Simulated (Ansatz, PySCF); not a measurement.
Gas-phase reaction (SMILES): CO[Si](Cl)(OC)OC [chloro(trimethoxy)silane] + 3 O (H2O) + 3 [SiH4] (SiH4) → 3 CO (CH4O) + 3 O[SiH3] [hydroxysilane] + [SiH3]Cl [chlorosilane]; bond separation energy.

Each molecule is optimised on its own at B3LYP-D3(BJ)/def2-TZVP (Ansatz, a program for electronic structure), one conformer each, not searched for the lowest. Valence correlation only, unless marked. No spin-orbit coupling. Non-relativistic. Basis-set limits of correlation are two-point, X^-3; Hartree-Fock from the larger set. The bracket is a focal-point correction in the basis named. Thermal terms are rigid-rotor harmonic-oscillator values from B3LYP-D3(BJ) frequencies (Ansatz or PySCF) at 298.15 K and 1 atm. 1 Eh = 627.5095 kcal/mol.

| species | E, RI-MP2/CBS(aug-cc-pV(T+d)Z,aug-cc-pV(Q+d)Z)+[CCSD(T)-MP2]/aug-cc-pV(T+d)Z (Ansatz) (Eh) | E, PBE-D3(BJ)/def2-TZVPD (Ansatz + dftd3) (Eh) | H - E (Eh) |
|---|---|---|---|
| CO[Si](Cl)(OC)OC | -1094.12498 | -1094.71415 | 0.14346 |
| CO (CH4O) | -115.61566 | -115.63404 | 0.05533 |
| O (H2O) | -76.37791 | -76.38147 | 0.02495 |
| O[SiH3] | -366.68770 | -366.95852 | 0.04319 |
| [SiH3]Cl | -750.69218 | -751.21200 | 0.03058 |
| [SiH4] (SiH4) | -291.46108 | -291.72290 | 0.03520 |

Task: Work out ΔE and ΔH at 298.15 K at the first level, then ΔH at the second.

Result: 
1. ΔE = [3×(-115.61566) + 3×(-366.68770) + (-750.69218)] - [(-1094.12498) + 3×(-76.37791) + 3×(-291.46108)] = 0.03969 Eh = 24.9 kcal/mol at RI-MP2/CBS(aug-cc-pV(T+d)Z,aug-cc-pV(Q+d)Z)+[CCSD(T)-MP2]/aug-cc-pV(T+d)Z.
2. The terms H - E add up to 0.00223 Eh, so ΔH = (0.03969 + (0.00223))×627.5095 = 26.3 kcal/mol.
3. At PBE-D3(BJ)/def2-TZVPD the same steps give ΔE = 23.6 and ΔH = 25.0 kcal/mol, a shift of -1.3 from the first level.
4. These values are not checked against measurement here, since the tables used lack a sound gas-phase enthalpy of formation for at least one species.
